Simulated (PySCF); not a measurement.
Coordinates in bohr (charge 1 multiplicity 5):
```
Co    0.0000    0.0000   -1.9742
S     1.9124    0.0000    1.8196
S    -1.9124    0.0000    1.8196
```

Computed with PySCF, UPBE0, basis Co def2-SVP, S def2-SVP (no relativity, density fitting).

This geometry of CoS₂⁺ is a stationary point at this level.

(1) What is the point group?

(2) Is it a minimum?

(3) List the harmonic modes with their infrared intensities.

(4) What are the dipole moment and the gap between the highest occupied and lowest empty levels of either spin?

Results:

(1) C2v.

(2) Yes: all harmonic wavenumbers are real.

(3) 
```
symmetry  ω (cm⁻¹)  IR (km/mol)
      b2       274          1.7
      a1       315          9.8
      a1       595          4.9
```

(4) 4.56 D about the centre of mass and 3.40 eV.

Only a few start shapes were tried, so a lower isomer may exist. Open d and f shells are described by one determinant, and the ground state may have another occupation or spin.
